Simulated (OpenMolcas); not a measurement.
A calculation on Kr⁺.

```yaml
Program: OpenMolcas
Method: RASSCF
Basis: ANO-RCC-VQZP [7s6p4d2f1g]
Scalar_Hamiltonian: DKH2, point nucleus
Active_space: 5 electrons in 9 orbitals (RAS2 4p; RAS3 4d 5s, at most 1 electron)
State_averaging: 2S+1 = 2 odd, 3 roots; 2S+1 = 4 even, 18 roots; 2S+1 = 2 even, 54 roots
Spin-orbit_coupling: state interaction with AMFI integrals over the reference wave functions, term energies averaged over their components
```

Problem. Which level of the active space comes out lowest?

Solution. 4s² 4p⁵ ²P°_3/2, with 100 % of that term; it is also the measured ground level.

Problem. How high does 4s² 4p⁴ 4d ⁴D_3/2 lie?

Solution. 121391 cm⁻¹ above the lowest level; measured 121000 cm⁻¹ above the ground level, so the calculation is off by 0 %.

Problem. How high does 4s² 4p⁴ 5s ²P_1/2 lie?

Solution. 130899 cm⁻¹ above the lowest level; measured 121002 cm⁻¹ above the ground level, so the calculation is off by +8 %.

Problem. How high does 4s² 4p⁴ 5s ²P_3/2 lie?

Solution. 128213 cm⁻¹ above the lowest level; measured 118474 cm⁻¹ above the ground level, so the calculation is off by +8 %.

Problem. The level at 122531 cm⁻¹ has J = 3/2. What is it made of, and what is its g factor?

Solution. 85 % 4s² 4p⁴ 5s ⁴P_3/2, 8 % 4s² 4p⁴ 4d ⁴D, 5 % 4s² 4p⁴ 5s ²P; g = 1.654, against 1.735 from Landé's formula for the pure leading term.

Measured values: NIST Handbook of Basic Atomic Spectroscopic Data.

Without dynamic correlation excited terms often stand tens of per cent too high (terms of higher spin than the ground term too low), and those without a measured partner can miss by more than the paired ones. Some levels mix across a computed gap that differs much from the measured one, so their mixing is not that of the real levels. ANO sets are built for valence states and can reach diffuse excited orbitals poorly, and with the s shell closed the s pⁿ⁺¹ terms that mix with these levels are absent. Measured partners are found by configuration, term and J. A level has none where our copy of the source lacks it or the pairing is in doubt (some pairs that miss far off the trend of their configuration count as doubtful), and it then counts in no deviation. Only configurations of the active space appear.

° marks odd parity.
